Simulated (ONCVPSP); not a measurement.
# V: one change to an ONCV potential, before and after

```json
{"Element": "vanadium (V)", "Generator": "ONCVPSP 4.0.1", "Type": "optimised norm-conserving Vanderbilt (ONCV)", "Functional": "PBE", "Relativity": "non-relativistic", "Frozen core": "[Ar]", "Valence charge": "5", "Reference configuration": "3d3 4s1.5 4p0.5", "Partial waves": "4s: rc 2.30 bohr, ncon 5, nbas 10, qcut 2.6 1/bohr, 2 projectors, debl 0.7 Ha; 4p: rc 3.00 bohr, ncon 4, nbas 8, qcut 3.1 1/bohr, 3 projectors, debl 1.1 Ha; 3d: rc 1.25 bohr, ncon 4, nbas 9, qcut 13.6 1/bohr, 2 projectors, debl 0.4 Ha", "Local potential": "polynomial inside 0.85 bohr (lpopt 4, dvloc0 3 Ha)", "Core correction": "Teter function, fcfact 4.75, rcfact 1.6"}
```

Change: p: debl 0.5.

Cutoffs: the cutoffs (Ha) at which the residual kinetic energy of the hardest occupied pseudo-wave falls to 1 and 0.1 mHa per electron; they do not see the model core or the augmentation charge, which bear on the density cutoff. Errors are all-electron minus pseudo energies relative to the spin-unpolarised reference configuration.

Task: What does the change do?

Result: The potential gets neither clearly harder nor softer (61 Ha and 71 Ha → 61 Ha and 71 Ha); the bound ghosts move from s to p, s; the errors of the 4 common tests hardly move.

```tsv
quantity	base	changed
cutoff, loose	61 Ha	61 Ha
cutoff, tight	71 Ha	71 Ha
bound ghosts	s	s, p
GHOST(+) flags under 300 eV	p at 62.3 eV	p at 68.1 eV
error for 3d3 4s2 4p0, meV [ΔE -1.61 eV]	-2.9	-2.9
error for 3d3 4s1 4p0, meV [ΔE 6.04 eV]	-39	-39
error for 3d3 4s0 4p0, meV [ΔE 20.22 eV]	-283	-283
error for 3d3 4s1.5 4p0, meV [ΔE 1.44 eV]	-5.4	-5.4
s: phases at 2.33 bohr within 0.05 rad from the reference energy up to (Ha; the scan ends near 5)	2.6	2.6
p: phases at 3.05 bohr within 0.05 rad from the reference energy up to (Ha; the scan ends near 5)	to the end of the scan	n/a
d: phases at 1.27 bohr within 0.05 rad from the reference energy up to (Ha; the scan ends near 5)	to the end of the scan	to the end of the scan
rms error of d²Exc/dni dnj with the model core, mHa	7.29	7.29
```

 A true bound ghost makes a file unfit for plane-wave use even where its test errors are small: the radial tests pick states by their node count and pass the ghost by.
